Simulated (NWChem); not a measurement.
System meant: TaN$_{2}$H$_{4}$OF; SMILES [O]=[Ta]([NH2])([NH2])[F]

Here is an NWChem input.

```
start job
memory heap 200 mb stack 900 mb global 1100 mb
geometry units angstroms noautoz
  Ta     0.020826    -0.000210     0.041161
  O     -0.502933     0.005678     1.677570
  F      1.917795    -0.019922    -0.134282
  N     -0.759720    -1.629009    -0.768380
  H     -0.696305    -1.894595    -1.748583
  H     -1.354158    -2.291561    -0.277190
  N     -0.725784     1.643966    -0.769301
  H     -1.306371     2.318971    -0.278501
  H     -0.656846     1.907636    -1.749648
end
basis spherical
  * library def2-svp
end
dft
  xc xpbe96 cpbe96
  iterations 150
  mulliken
end
task dft energy
```

End of the output:

```
          Convergence Information
          -----------------------
          Convergence aids based upon iterative change in
          total energy or number of iterations.
          Levelshifting, if invoked, occurs when the
          HOMO/LUMO gap drops below (HL_TOL):  1.00D-02
          DIIS, if invoked, will attempt to extrapolate
          using up to (NFOCK): 10 stored Fock matrices.

                    Damping( 0%)  Levelshifting(0.5)       DIIS
                  --------------- ------------------- ---------------
          dE  on:    start            ASAP                start
          dE off:    2 iters        150 iters           150 iters

      Screening Tolerance Information
      -------------------------------
          Density screening/tol_rho:  1.00D-10
          AO Gaussian exp screening on grid/accAOfunc:  14
          CD Gaussian exp screening on grid/accCDfunc:  20
          XC Gaussian exp screening on grid/accXCfunc:  20
          Schwarz screening/accCoul:  1.00D-08

      Superposition of Atomic Density Guess
      -------------------------------------

      charge =      73.0 Ta (Tantalum)

      symmetry species            s     p     d     f
      number of basis functions = 7     6     5     1
      number of cont. functions = 6     3     2     1
      number of closed shells   = 6     4     2     1
      number of open shells     = 0     0     1     0
      open shell occupation     = 0     0     3     0
 ------------------------------------------------------------------------
 atomscf:atomd: error in atom scf                   0
 ------------------------------------------------------------------------
 ------------------------------------------------------------------------
  current input line :
    22: task dft energy
 ------------------------------------------------------------------------
 ------------------------------------------------------------------------
 This error has not yet been assigned to a category
 ------------------------------------------------------------------------
 For more information see the NWChem manual at https://nwchemgit.github.io

0:atomscf:atomd: error in atom scf:Received an Error in Communication
```

### Question
Can this run be used? If not, why, and what is the fix?

### Answer
The run crashed. Cause: the def2 basis of a heavy element holds valence functions alone and wants its effective core potential (without it all electrons must fit into that basis). This input runs:
```
start job
memory heap 200 mb stack 900 mb global 1100 mb
geometry units angstroms noautoz
  Ta     0.020826    -0.000210     0.041161
  O     -0.502933     0.005678     1.677570
  F      1.917795    -0.019922    -0.134282
  N     -0.759720    -1.629009    -0.768380
  H     -0.696305    -1.894595    -1.748583
  H     -1.354158    -2.291561    -0.277190
  N     -0.725784     1.643966    -0.769301
  H     -1.306371     2.318971    -0.278501
  H     -0.656846     1.907636    -1.749648
end
basis spherical
  * library def2-svp
end
ecp
  Ta library def2-ecp
end
dft
  xc xpbe96 cpbe96
  iterations 150
  mulliken
end
task dft energy
```
It converges to -343.73582 Ha (PBE/def2-SVP with def2 effective core potentials on Ta).
